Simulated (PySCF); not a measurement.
Gas-phase reaction: H2S + 4 F2 = SF6 + 2 HF

Method: PySCF energies (xtb for GFN2) plus ideal-gas RRHO corrections (1 bar). Table values come from the NASA 1993 polynomials. † marks an energy on the PBE0/def2-TZVP geometry and frequencies; other levels use their own. All species are closed-shell singlets.

Levels: a) GFN2-xTB; b) M06-2X/def2-TZVP†; c) PBE0/def2-SVP†; d) PBE/def2-SVP; e) LDA/def2-TZVP†.

Q: Order the levels by the distance of their ΔH°(298 K) from the table for this reaction, closest first.

A: a (+21 kJ), b (-45 kJ), e (-112 kJ), c (+176 kJ), d (+269 kJ)

The table gives -1745 kJ. The order holds for this reaction alone, and for the 1993 entries, some of which have been revised since.
